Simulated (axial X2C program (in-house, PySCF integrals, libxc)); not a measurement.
Which molecule has these constants?

Computed with an in-house all-electron X2C program for linear molecules (integrals from PySCF), spin-free (one-electron X2C) or two-component (2c: spin–orbit coupling with atomic mean-field Coulomb and Gaunt terms, which also bring small scalar terms), in Dyall basis sets with cores contracted in-house; open shells are unrestricted.

A two-component PBE0 calculation in a Dyall 3-zeta basis gave Re = 2.778 Å, ωe = 150.3 cm⁻¹, De = 0.95 eV, Ω = 1/2.

Problem. Which molecule is it?
A. LiCu⁻
B. NaCu⁻
C. CuH⁻

Solution. B. The others have CuH⁻ 1.523 Å and 1646.2 cm⁻¹ (Ω = 1/2); LiCu⁻ 2.459 Å and 282.1 cm⁻¹ (Ω = 1/2).

Each entry is the lowest single determinant of a limited PBE0 search at one distance. De goes to single-determinant-based atoms at the same level (for ions the charge split of lowest energy) and is withheld (n/a) where an atom does not fit its ground term or J level. Main or longest-lived isotopes.
